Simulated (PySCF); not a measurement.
Compounds:

A. `CC(C)c1cc[n+]([O-])cc1`
B. `CC1=CCC=C(C(N)=O)C1`
C. `C#C/C=C(\F)[SiH2]C#C`

Spectrum 1. $^{1}$H NMR (400 MHz, computed): δ 7.54 (t, 1H), 5.82 (t, 1H), 5.04 (br, 1H), 4.59 (br, 1H), 3.13 (m, 2H), 2.58 (s, 2H), 1.84 (s, 3H). $^{13}$C{$^{1}$H} NMR (computed): δ 167.1 (C), 144.6 (CH), 137.4 (C), 131.4 (C), 125.8 (CH), 33.1 (CH2), 32.7 (CH2), 27.0 (CH3).

Spectrum 2. $^{1}$H NMR (400 MHz, computed): δ 5.96 (m, 1H), 4.80 (m, 2H), 3.22 (d, 1H), 2.02 (t, 1H). $^{13}$C{$^{1}$H} NMR (computed): δ 185.5 (C), 112.8 (CH), 107.1 (CH), 98.7 (CH), 83.3 (C), 79.5 (C).

Spectrum 3. $^{1}$H NMR (400 MHz, computed): δ 8.23 (d, 2H), 7.18 (d, 2H), 2.53 (sept, 1H), 1.22 (d, 6H). $^{13}$C{$^{1}$H} NMR (computed): δ 146.5 (C), 144.0 (CH), 130.4 (CH), 38.8 (CH), 26.6 (CH3).

[PySCF 2.14.0 with density-fitted response routines: GFN2-xTB geometry; NMR shieldings at PBE0/pcSseg-1/GIAO; non-relativistic Hamiltonian; averaged over atoms made equivalent by symmetry, fast rotation or ring inversion; no solvent; a single conformation]

δ = σ(ref) − σ, references computed at the same level: TMS for $^{1}$H (σ = 31.72 ppm) and $^{13}$C (σ = 186.93 ppm). Splittings of carbon signals by F and P are missing where no couplings were computed. Where no couplings were computed, multiplicities follow the n + 1 count of equivalent neighbours, and m marks all less simple cases (inequivalent or close neighbours, rings, F or P nearby). Acid and N–H amide carbonyl carbons lie up to 10 ppm further downfield in solution (hydrogen bonding). Shifts are as computed. Against solution values, carbons near 30 ppm lie about +3 ppm off and those near 130 ppm about +5 ppm. Of 1211 compounds with measured shifts, 218 miss one by over three times the rms of a fit or turn the order of signals round; such compounds aren't used in these exercises. Groups on amide-type nitrogens are kept apart (slow C–N rotation). OH and NH positions are gas-phase values without hydrogen bonding to other molecules.

Problem. Which spectrum belongs to which compound?

Solution. 1–B, 2–C, 3–A.

- Spectrum 1 (B): 8 $^{13}$C signals; δC 167.1 is an amide carbonyl carbon; δC 144.6 is a β carbon of a C=C–C=O unit.
- Spectrum 2 (C): 6 $^{13}$C signals; δC 112.8 is an alkene CH; δC 98.7 is a terminal alkyne carbon.
- Spectrum 3 (A): 5 $^{13}$C signals; δC 144.0 is an aromatic CH next to a ring nitrogen; δC 130.4 is an aromatic CH.
